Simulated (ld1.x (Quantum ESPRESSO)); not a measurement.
Cutoff test, Te (Z = 52), TM

```json
{
 "Element": "Te",
 "Generator": "ld1.x (Quantum ESPRESSO) 7.5",
 "Type": "norm-conserving Troullier–Martins (Kleinman–Bylander form)",
 "Functional": "LDA (PZ)",
 "Relativity": "non-relativistic",
 "Frozen core": "[Kr] 4d10",
 "Valence charge": "6",
 "Reference configuration": "5s1 5p5",
 "Partial waves": "5s (bound): rc 1.90 bohr; 5d channel at -0.05 Ry: rc 2.15 bohr; 5p (bound): rc 2.15 bohr",
 "Local potential": "the p channel",
 "Core correction": "none"
}
```

The pseudo-atom Hamiltonian at the reference potential is diagonalised in spherical Bessel functions j_l(qr) that vanish at 20 bohr, with q² up to the cutoff. All-electron valence levels (Ry): 5s -1.0886, 5p -0.4886.

Problem. How do the lowest levels (Ry) of each channel move with the cutoff, and are there ghosts?

Solution.

| cutoff (Ry) | s #1 | s #2 | d #1 | p #1 | f #1 | f #2 | Σ f·Δε (mRy) |
| --- | --- | --- | --- | --- | --- | --- | --- |
| 8 | -1.0544 | -0.0347 | -0.0321 | -0.4698 | 0.1143 | 0.2386 | 128.2 |
| 10 | -1.0723 | -0.0358 | -0.0885 | -0.4767 | 0.1143 | 0.2386 | 75.8 |
| 12 | -1.0779 | -0.0362 | -0.6041 | -0.4828 | 0.1143 | 0.2386 | 39.7 |
| 15 | -1.0784 | -0.0363 | -4.9730 | -0.4873 | 0.1143 | 0.2386 | 16.9 |
| 18 | -1.0798 | -0.0363 | -19.0502 | -0.4879 | 0.1143 | 0.2386 | 12.2 |
| 21 | -1.0823 | -0.0364 | -29.5653 | -0.4880 | 0.1143 | 0.2386 | 9.4 |
| 25 | -1.0849 | -0.0365 | -38.5418 | -0.4881 | 0.1143 | 0.2386 | 6.2 |
| 30 | -1.0874 | -0.0366 | -46.8978 | -0.4884 | 0.1143 | 0.2386 | 2.2 |
| 35 | -1.0882 | -0.0367 | -49.9659 | -0.4886 | 0.1143 | 0.2386 | 0.7 |
| 40 | -1.0882 | -0.0367 | -50.6157 | -0.4886 | 0.1143 | 0.2386 | 0.5 |
| 45 | -1.0882 | -0.0367 | -50.6881 | -0.4886 | 0.1143 | 0.2386 | 0.4 |
| 400 | -1.0886 | -0.0367 | -50.9760 | -0.4886 | 0.1143 | 0.2386 | 0.0 |

Result: ghost state, extra bound levels that the all-electron valence spectrum of the same l lacks: d at -693.6 eV (a true bound ghost makes a file unfit for plane-wave use); 10 mRy is reached at 21 Ry and 1 mRy at 35 Ry.

Its largest configuration-test error is +305 meV.
